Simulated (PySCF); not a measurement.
H2Te, charge +1, multiplicity 2. Atoms are numbered in the order given.

```xyz
3

Te     0.0000     0.0000    -0.0435
H      0.0000    -1.1829     1.1304
H      0.0000     1.1829     1.1304
```
Charge +1, spin multiplicity 2.

Coordinates come from a PBE0-D3(BJ)/def2-TZVPD optimisation. The spin state was assumed, not searched. The def2 effective core potentials stand for the cores of Te; spin–orbit coupling is left out.

The numbers are results of PBE/def2-TZVPD (PySCF), not measurements.

The molecule is in vacuum.

| Item | Result |
|---|---|
| total energy | -268.86989 hartree |
| point group | C2v |
| α spin, highest occupied and lowest empty level | -13.95 and -8.36 eV |
| β spin, highest occupied and lowest empty level | -15.45 and -12.40 eV |
| dipole moment about the centre of nuclear charge | 0.82 D |
| mean static polarisability | 29.0 bohr³ (4.30 Å³) |
| polarisability, principal values | 24.7, 30.7, 31.5 bohr³ |
| ⟨S²⟩ | 0.753 (pure state 0.75) |
